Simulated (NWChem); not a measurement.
# SnN₂H₄ClF; SMILES [NH2][Sn]([NH2])([F])[Cl]

```xyz
9

N     -0.8787    -1.2363    -1.4994
Sn     0.0241    -0.2357    -0.0085
N      1.9814    -0.6657     0.1166
F     -0.9793    -0.7669     1.5615
Cl    -0.1315     2.1016    -0.0749
H     -0.6213    -0.8900    -2.4223
H     -1.8941    -1.2053    -1.4187
H      2.1577    -1.6142     0.4442
H      2.4818    -0.0157     0.7205
```
Atoms are numbered in this order, from 1.

Computed with NWChem. Medium grid unless said otherwise, to which SCAN and Minnesota functionals are sensitive. All runs use the structure optimised with PBE0/def2-SVP. No frequency run checked for a minimum. def2 effective core potentials on Sn; no spin-orbit coupling. Total energies of different functionals are on different scales.

| level | energy (Ha) | highest occupied level (eV) | orbital gap (eV) | dipole (D) |
|---|---|---|---|---|
| B3LYP/def2-SVP | -886.1045 | -7.66 | 5.98 | 2.11 |
| PBE/def2-SVP | -885.6028 | -6.43 | 4.11 | 2.11 |
| HCTH/407/def2-SVP | -886.6483 | -6.64 | 4.13 | 2.17 |
| LDA (Slater exchange, PW92)/def2-SVP | -882.6446 | -6.55 | 3.99 | 2.12 |
| B97-2/def2-SVP | -886.2291 | -7.73 | 6.21 | 2.17 |
| M06-L/def2-SVP | -886.1687 | -6.81 | 4.78 | 2.18 |
| revPBE/def2-SVP | -885.9124 | -6.39 | 4.15 | 2.11 |
| r2SCAN0/def2-SVP | -885.9110 | -8.27 | 6.97 | 2.18 |
